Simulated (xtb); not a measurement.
Cl$_{4}$Ta (SMILES [Cl][Ta]([Cl])([Cl])[Cl]), doublet, geometry from GFN2-xTB (such geometries of metal compounds can be far from the true shape) (the multiplicity is a formal guess); GFN1-xTB in xtb.

xtb was given this input:
```
$ xtb mol.xyz --gfn 1 --uhf 1 --json

# file mol.xyz
5

Ta    -0.00000000    -0.00000000    -0.00000000
Cl     1.36619073    -0.65859833    -1.66508424
Cl     0.04287916     0.60583721     2.16883772
Cl    -0.42428951     2.05293560    -0.82350971
Cl    -0.98478038    -2.00017448     0.31975623
```

Task: Write the output that xtb gives for this input, abridged.

Result: 
```
   ID    Z sym.   atoms
    1   73 Ta     1
    2   17 Cl     2-5

           -------------------------------------------------
          |                Calculation Setup                |
           -------------------------------------------------

           -------------------------------------------------
          |                 G F N 1 - x T B                 |
           -------------------------------------------------

          ...................................................
          :                      SETUP                      :
          :.................................................:
          :  # basis functions                  50          :
          :  # atomic orbitals                  45          :
          :  # shells                           15          :
          :  # electrons                        33          :
          :  # halogen bonds                     0          :
          :  max. iterations                   250          :
          :  Hamiltonian                  GFN1-xTB          :
          :  restarted?                      false          :
          :  GBSA solvation                  false          :
          :  PC potential                    false          :
          :  electronic temp.          300.0000000     K    :
          :  accuracy                    1.0000000          :
          :  -> integral cutoff          0.2500000E+02      :
          :  -> integral neglect         0.1000000E-07      :
          :  -> SCF convergence          0.1000000E-05 Eh   :
          :  -> wf. convergence          0.2000000E-04 e    :
          :  Broyden damping             0.4000000          :
          :  net charge                          0          :
          :  unpaired electrons                  1          :
          ...................................................

 iter      E             dE          RMSdq      gap      omega  full diag
   1    -19.1909024 -0.191909E+02  0.637E+00    1.12       0.0  T
   2    -19.1914885 -0.586133E-03  0.381E+00    1.13       1.0  T
   3    -19.1915666 -0.781296E-04  0.303E-01    1.14       1.0  T
   4    -19.1915904 -0.238258E-04  0.170E-02    1.14       2.6  T
   5    -19.1915906 -0.196618E-06  0.115E-02    1.14       3.9  T
   6    -19.1915907 -0.433128E-08  0.809E-06    1.14    5529.5  T
   7    -19.1915907 -0.177636E-13  0.166E-06    1.14   27019.3  T

   *** convergence criteria satisfied after 7 iterations ***

         :::::::::::::::::::::::::::::::::::::::::::::::::::::
         ::                     SUMMARY                     ::
         :::::::::::::::::::::::::::::::::::::::::::::::::::::
         :: total energy             -19.159032837526 Eh    ::
         :: gradient norm              0.008827944161 Eh/a0 ::
         :: HOMO-LUMO gap              1.139601450222 eV    ::
         ::.................................................::
         :: SCC energy               -19.191590650530 Eh    ::
         :: -> electrostatic           0.033636072810 Eh    ::
         :: repulsion energy           0.035738802212 Eh    ::
         :: dispersion energy         -0.003180989208 Eh    ::
         :: halogen bond corr.         0.000000000000 Eh    ::
         :: add. restraining           0.000000000000 Eh    ::
         :: total charge              -0.000000000039 e     ::
         :::::::::::::::::::::::::::::::::::::::::::::::::::::

           -------------------------------------------------
          |                Property Printout                |
           -------------------------------------------------

    * Orbital Energies and Occupations

         #    Occupation            Energy/Eh            Energy/eV
      -------------------------------------------------------------
         1        2.0000           -0.9872524             -26.8645
       ...           ...                  ...                  ...
         5        2.0000           -0.5556866             -15.1210
         6        2.0000           -0.5284455             -14.3797
         7        2.0000           -0.5215899             -14.1932
         8        2.0000           -0.5186030             -14.1119
         9        2.0000           -0.5186030             -14.1119
        10        2.0000           -0.5137039             -13.9786
        11        2.0000           -0.5137039             -13.9786
        12        2.0000           -0.5118250             -13.9275
        13        2.0000           -0.5097344             -13.8706
        14        2.0000           -0.4946939             -13.4613
        15        2.0000           -0.4946939             -13.4613
        16        2.0000           -0.4930183             -13.4157
        17        1.0000           -0.3876124             -10.5475 (HOMO)
        18                         -0.3457329              -9.4079 (LUMO)
        19                         -0.3432544              -9.3404
        20                         -0.3432544              -9.3404
        21                         -0.2213771              -6.0240
        22                         -0.0770795              -2.0974
        23                         -0.0764616              -2.0806
        24                         -0.0764616              -2.0806
        25                         -0.0758082              -2.0628
        26                         -0.0753869              -2.0514
        27                         -0.0753869              -2.0514
        28                         -0.0752064              -2.0465
       ...                                ...                  ...
        45                          0.6183034              16.8249
      -------------------------------------------------------------
                  HL-Gap            0.0418796 Eh            1.1396 eV
             Fermi-level           -0.4035266 Eh          -10.9805 eV

  Mulliken/CM5 charges         n(s)   n(p)   n(d)
     1Ta    1.03355  1.43309   0.591  0.606  2.770
     2Cl   -0.25839 -0.35827   1.854  5.413 -0.008
     3Cl   -0.25839 -0.35827   1.854  5.413 -0.008
     4Cl   -0.25839 -0.35827   1.854  5.413 -0.008
     5Cl   -0.25839 -0.35827   1.854  5.413 -0.008

Wiberg/Mayer (AO) data.
largest (>0.10) Wiberg bond orders for each atom

 ---------------------------------------------------------------------------
     #   Z sym  total        # sym  WBO       # sym  WBO       # sym  WBO
 ---------------------------------------------------------------------------
     1  73 Ta   4.746 --     5 Cl   1.187     2 Cl   1.187     3 Cl   1.187
                             4 Cl   1.187
     2  17 Cl   1.288 --     1 Ta   1.187
     3  17 Cl   1.288 --     1 Ta   1.187
     4  17 Cl   1.288 --     1 Ta   1.187
     5  17 Cl   1.288 --     1 Ta   1.187
 ---------------------------------------------------------------------------

Topologies differ in total number of bonds
Writing topology from bond orders to xtbtopo.mol

 dipole moment from electron density (au)
     X       Y       Z
   0.0000  -0.0000  -0.0000  total (Debye):    0.000

           -------------------------------------------------
          | TOTAL ENERGY              -19.159032837526 Eh   |
          | GRADIENT NORM               0.008827944161 Eh/α |
          | HOMO-LUMO GAP               1.139601450222 eV   |
           -------------------------------------------------

normal termination of xtb
```
